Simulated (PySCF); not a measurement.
HfF₄, SMILES [F][Hf]([F])([F])[F], multiplicity 1.

Coordinates come from a B3LYP-D3(BJ)/def2-SVP optimisation. The multiplicity is an assumed one; other spin states were not compared. The isomer is the one that the SMILES or the coordinates give; other isomers of the formula were not compared. The def2 effective core potentials stand for the cores of Hf; spin–orbit coupling is left out.

Two levels are set side by side: PBE/def2-TZVP (PySCF) and PBE0/def2-TZVP (PySCF). Same geometry, gas phase. Differences are taken from unrounded values.

```tsv
quantity	PBE0
orbital gap (eV)	11.20
highest occupied level (eV)	-12.16
lowest empty level (eV)	-0.96
mean polarisability (bohr³)	30.6
```

**Question.** What does PBE give, and how far is it from PBE0? (The exact figures need the calculation; the answer reports its results.)

**Answer.** 
```json
[
 {"quantity": "orbital gap (eV)", "PBE": "8.43", "PBE minus PBE0": "-2.77"},
 {"quantity": "highest occupied level (eV)", "PBE": "-10.09", "PBE minus PBE0": "2.07"},
 {"quantity": "lowest empty level (eV)", "PBE": "-1.67", "PBE minus PBE0": "-0.71"},
 {"quantity": "mean polarisability (bohr³)", "PBE": "33.4", "PBE minus PBE0": "2.8"}
]
```

Without exact exchange PBE keeps part of each electron's self-repulsion, which lifts occupied levels and narrows the gap. Loosely held outer electrons make PBE densities more polarisable. Differences between two approximate levels are no errors against the true value.

Rough cost on one machine, each run with all the roots and properties that it gave: PBE0 against PBE within a factor of 2.
